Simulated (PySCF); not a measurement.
The same groups moved round the core (benzothiophene ethynyl+boryl). Isolated molecules, 0 K electronic values unless said otherwise. One relaxed conformer stands for each flexible species; it need not be the lowest. Strings in code marks are SMILES.

The LUMO from two functionals at the same geometries (PBE0-D3(BJ)/def2-SVP), both in PySCF: PBE-D3(BJ)/def2-TZVP and ωB97X-D3(BJ)/def2-TZVP. 

| species | PBE-D3(BJ)/def2-TZVP (eV) |
|---|---|
| `c1cccc2c1c(c(s2)C#C)B` | -3.18 |
| `Bc1cc(C#C)cc2sccc12` | -3.15 |
| `Bc1cc2sccc2cc1C#C` | -3.04 |
| `s1ccc2c1c(B)ccc2C#C` | -3.28 |

Q: What does ωB97X-D3(BJ)/def2-TZVP give for each?

A: 
- `c1cccc2c1c(c(s2)C#C)B`: -0.51
- `Bc1cc(C#C)cc2sccc12`: -0.42
- `Bc1cc2sccc2cc1C#C`: -0.36
- `s1ccc2c1c(B)ccc2C#C`: -0.62
Over these rows, drawn at random from the members with no instability flagged (it was tested for open shells, ions and some series alone), PBE minus ωB97X-D3(BJ): mean -2.68 eV, from -2.73 eV to -2.66 eV.
